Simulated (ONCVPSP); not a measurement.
# What the settings do to the ONCV potential of Nd (Z = 60)

Base potential:

```json
{"Element": "Nd", "Generator": "ONCVPSP 4.0.1", "Type": "optimised norm-conserving Vanderbilt (ONCV)", "Functional": "PBE", "Relativity": "scalar-relativistic", "Frozen core": "[Kr] 4d10", "Valence charge": "14", "Reference configuration": "4f4 5s2 5p6 6s2", "Partial waves": "5s+6s: rc 2.60 bohr, ncon 4, nbas 7, qcut 4.3 1/bohr, 2 projectors; 5p: rc 2.90 bohr, ncon 3, nbas 8, qcut 5.7 1/bohr, 3 projectors, debl 2.7 Ha; d scattering state at 0.36 Ha: rc 2.90 bohr, ncon 4, nbas 7, qcut 3.6 1/bohr, 2 projectors, debl 3.8 Ha; 4f: rc 0.90 bohr, ncon 3, nbas 8, qcut 18.4 1/bohr, 2 projectors, debl 3.3 Ha", "Local potential": "polynomial inside 0.70 bohr (lpopt 5, dvloc0 6 Ha)", "Core correction": "Teter function, fcfact 4.25, rcfact 1.15"}
```

In the d channel the program set the typed energies aside and used 0.050, 3.850 Ha.

Cutoffs, loose and tight: the cutoffs (Ha) at which the residual kinetic energy of the hardest occupied pseudo-wave falls to 1 and 0.1 mHa per electron. They do not see the model core or the augmentation charge, which bear on the density cutoff. Test errors are all-electron minus pseudo excitation energies from the reference, over the configurations 4f4 5s2 5p6 6s1; 4f4 5s2 5p6 6s0; 4f3 5s2 5p6 6s0; 4f3 5s2 5p6 5d1 6s1. A dash means not determined; rows that change the core or the reference have their own tests.

A true bound ghost makes a file unfit for plane-wave use even where its test errors are small: the radial tests pick states by their node count and pass the ghost by.

| change | outcome | cutoff, loose | cutoff, tight | bound ghosts | GHOST(+) flags above zero | largest test error (meV) |
| --- | --- | --- | --- | --- | --- | --- |
| base | generated, projector energies reset by the program | 137 Ha | 279 Ha | s, p | s, d | tests left out (the all-electron energies of this program are off by 10 to 40 meV for near-neutral 4f atoms) |
| s: qcut 5.2 | generated, projector energies reset by the program | 137 Ha | 279 Ha | s, p | d | tests left out (the all-electron energies of this program are off by 10 to 40 meV for near-neutral 4f atoms) |
| s: qcut 5.9 | generated, projector energies reset by the program | 137 Ha | 279 Ha | s, p | s, d | tests left out (the all-electron energies of this program are off by 10 to 40 meV for near-neutral 4f atoms) |
| d: rc 3.18 | generated, projector energies reset by the program | 137 Ha | 279 Ha | s, p, d | s | tests left out (the all-electron energies of this program are off by 10 to 40 meV for near-neutral 4f atoms) |
| d: ncon 3, nbas 6 | generated, projector energies reset by the program | 137 Ha | 279 Ha | s, p, d | s | tests left out (the all-electron energies of this program are off by 10 to 40 meV for near-neutral 4f atoms) |
| local potential polynomial inside 0.70 bohr (lpopt 5, dvloc0 0.5 Ha) | generated, projector energies reset by the program | 137 Ha | 279 Ha | s, p | s, d | tests left out (the all-electron energies of this program are off by 10 to 40 meV for near-neutral 4f atoms) |
| p: debl 1.2 | generated, projector energies reset by the program | 137 Ha | 279 Ha | s, p | s, d | tests left out (the all-electron energies of this program are off by 10 to 40 meV for near-neutral 4f atoms) |
| core correction Teter function, fcfact 4.25, rcfact 1.1 | generated, projector energies reset by the program | 137 Ha | 279 Ha | s, p | s, d | tests left out (the all-electron energies of this program are off by 10 to 40 meV for near-neutral 4f atoms) |
| core correction Teter function, fcfact 5, rcfact 1.15 | generated, projector energies reset by the program | 137 Ha | 279 Ha | s, p | s, d | tests left out (the all-electron energies of this program are off by 10 to 40 meV for near-neutral 4f atoms) |
| d: rc 2.92 | generated, projector energies reset by the program | 137 Ha | 279 Ha | s, p | s, d | tests left out (the all-electron energies of this program are off by 10 to 40 meV for near-neutral 4f atoms) |
| core correction Teter function fitted to the true core (icmod 2), fcfact 0.5 | generated, projector energies reset by the program | 137 Ha | 279 Ha | s, p | s, d | tests left out (the all-electron energies of this program are off by 10 to 40 meV for near-neutral 4f atoms) |

**Question.** What comes out with this change to the base: s: qcut 5.5; p: qcut 7.3; d: qcut 4.6; f: qcut 23.7?

**Answer.** outcome: generated, projector energies reset by the program; cutoff, loose: 173 Ha; cutoff, tight: 271 Ha; bound ghosts: s, p; GHOST(+) flags above zero: s, d; largest test error (meV): tests left out (the all-electron energies of this program are off by 10 to 40 meV for near-neutral 4f atoms).

**Question.** What comes out with this change to the base: local potential polynomial inside 0.85 bohr (lpopt 5, dvloc0 0 Ha)?

**Answer.** outcome: generated, projector energies reset by the program; cutoff, loose: 137 Ha; cutoff, tight: 279 Ha; bound ghosts: s; GHOST(+) flags above zero: p, d; largest test error (meV): tests left out (the all-electron energies of this program are off by 10 to 40 meV for near-neutral 4f atoms).
